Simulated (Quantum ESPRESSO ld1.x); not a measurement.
Results of a calculation; reference values are marked as such.
These are the eigenvalues of the occupied orbitals of an atom or ion with whole-number occupations (hartree). Code: ld1.x of Quantum ESPRESSO 7.5. Model: Dirac Kohn-Sham, B86b exchange with PBE correlation, spin-unpolarised, spherical densities, point nucleus.

| orbital | eigenvalue |
|---|---|
| 1s1/2 | -1593.94 |
| 2s1/2 | -257.862 |
| 2p1/2 | -243.946 |
| 2p3/2 | -224.829 |
| 3s1/2 | -56.1047 |
| 3p1/2 | -50.1658 |
| 3p3/2 | -46.3495 |
| 3d3/2 | -36.0155 |
| 3d5/2 | -35.1907 |
| 4s1/2 | -11.3261 |
| 4p1/2 | -9.08553 |
| 4p3/2 | -8.25884 |
| 4d3/2 | -4.57905 |
| 4d5/2 | -4.43307 |
| 5s1/2 | -1.70235 |
| 5p1/2 | -1.10667 |
| 5p3/2 | -0.99565 |
| 6s1/2 | -0.30190 |
| 4f5/2 | -0.28503 |

Which element is it, and in what charge state? The configuration may be excited. Open shells, if any, fill j = l - 1/2 first.

Answer. Z = 60, neodymium, charge +1: Nd+ in [Xe] 4f4 6s1. The list shows which subshells hold electrons but not how many an open one holds; the 1s level, -1593.9 hartree, gives Z - s = 56.5 by -(Z - s)^2/2, which with screening and relativity narrows Z to a few neighbours, and the depths of the outer levels then fix element, charge and occupations together.
